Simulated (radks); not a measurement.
Question: Nb+, configuration [Kr] 4d3 5p1 (not the ground configuration). All-electron calculation, scalar-relativistic Kohn-Sham, SCAN, spin-unpolarised, spherical densities, finite nucleus; meta-GGA in the generalised Kohn-Sham scheme; Fermi nuclear charge, rms radius 4.324 fm. Program: a radial shooting solver on a logarithmic mesh with Libxc functionals. Some entries of the table are withheld. Estimate them.

| orbital | occ. | eigenvalue (eV) | <1/r> (bohr^-1) | <r> (bohr) |
|---|---|---|---|---|
| 1s | 2 | -18861.46 | 42.39 | 0.03610 |
| 2s | 2 | -2660.692 | 9.543 | 0.1579 |
| 2p | 6 | -2373.880 | (1) | 0.1377 |
| 3s | 2 | -458.5032 | 3.262 | 0.4420 |
| 3p | 6 | -363.7492 | (2) | 0.4451 |
| 3d | 10 | -209.7263 | 2.854 | 0.4330 |
| 4s | 2 | -70.9999 | 1.168 | 1.158 |
| 4p | 6 | -46.2031 | (3) | 1.292 |
| 4d | 3 | -12.3264 | 0.7000 | 1.915 |
| 5p | 1 | -6.9573 | 0.3046 | 4.115 |

Answer: 
(1) 2p <1/r> (bohr^-1): 9.272
(2) 3p <1/r> (bohr^-1): 3.095
(3) 4p <1/r> (bohr^-1): 1.034
